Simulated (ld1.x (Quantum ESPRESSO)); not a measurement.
# An all-electron radial function and its pseudo partner (iron (Fe))

Columns: radius, all-electron u(r) and pseudo u(r) of the 3p shell (level -60.04 eV) of iron in the configuration [Ne] 3s2 3p6 3d6 4s2 4p0; revPBE, scalar-relativistic, PAW scheme, ld1.x (Quantum ESPRESSO) 7.5.

```json
{"r (bohr)": "0.093", "all-electron": "0.5105", "pseudo": "-0.0174"}
{"r (bohr)": "0.185", "all-electron": "0.5372", "pseudo": "-0.0672"}
{"r (bohr)": "0.278", "all-electron": "0.1087", "pseudo": "-0.1454"}
{"r (bohr)": "0.370", "all-electron": "-0.3881", "pseudo": "-0.2427"}
{"r (bohr)": "0.463", "all-electron": "-0.7842", "pseudo": "-0.3517"}
{"r (bohr)": "0.555", "all-electron": "-1.0294", "pseudo": "-0.4599"}
{"r (bohr)": "0.648", "all-electron": "-1.1449", "pseudo": "-0.5596"}
{"r (bohr)": "0.740", "all-electron": "-1.1620", "pseudo": "-0.6402"}
{"r (bohr)": "0.833", "all-electron": "-1.1155", "pseudo": "-0.6973"}
{"r (bohr)": "0.925", "all-electron": "-1.0327", "pseudo": "-0.7260"}
{"r (bohr)": "1.018", "all-electron": "-0.9312", "pseudo": "-0.7267"}
{"r (bohr)": "1.110", "all-electron": "-0.8253", "pseudo": "-0.7016"}
{"r (bohr)": "1.203", "all-electron": "-0.7207", "pseudo": "-0.6549"}
{"r (bohr)": "1.295", "all-electron": "-0.6238", "pseudo": "-0.5940"}
{"r (bohr)": "1.388", "all-electron": "-0.5348", "pseudo": "-0.5244"}
{"r (bohr)": "1.480", "all-electron": "-0.4565", "pseudo": "-0.4541"}
{"r (bohr)": "1.573", "all-electron": "-0.3871", "pseudo": "-0.3869"}
{"r (bohr)": "1.665", "all-electron": "-0.3275", "pseudo": "-0.3275"}
{"r (bohr)": "1.758", "all-electron": "-0.2757", "pseudo": "-0.2757"}
{"r (bohr)": "1.850", "all-electron": "-0.2320", "pseudo": "-0.2320"}
{"r (bohr)": "1.943", "all-electron": "-0.1944", "pseudo": "-0.1944"}
{"r (bohr)": "2.035", "all-electron": "-0.1630", "pseudo": "-0.1630"}
{"r (bohr)": "2.128", "all-electron": "-0.1361", "pseudo": "-0.1361"}
{"r (bohr)": "2.220", "all-electron": "-0.1138", "pseudo": "-0.1138"}
{"r (bohr)": "2.313", "all-electron": "-0.0949", "pseudo": "-0.0949"}
{"r (bohr)": "2.405", "all-electron": "-0.0791", "pseudo": "-0.0791"}
```

Q: How many radial nodes do the two functions have?

A: The all-electron 3p function has n − l − 1 = 1; the pseudo-wave has 0, since the states of the same l below it are removed with the core.

Q: At about which radius was the pseudo-wave matched?

A: 1.70 bohr. The columns agree to 0.0005 from 1.57 bohr on; several derivatives are matched, so the curves merge somewhat inside the radius.

Q: Where does each function peak?

A: Outermost all-electron maximum near 0.74 bohr, pseudo maximum near 1.02 bohr (to the table’s step).

Q: Is the pseudo-wave norm-conserving?

A: No, it belongs to a PAW set: the norm inside the radius is not constrained, and the difference is carried by the augmentation charge.
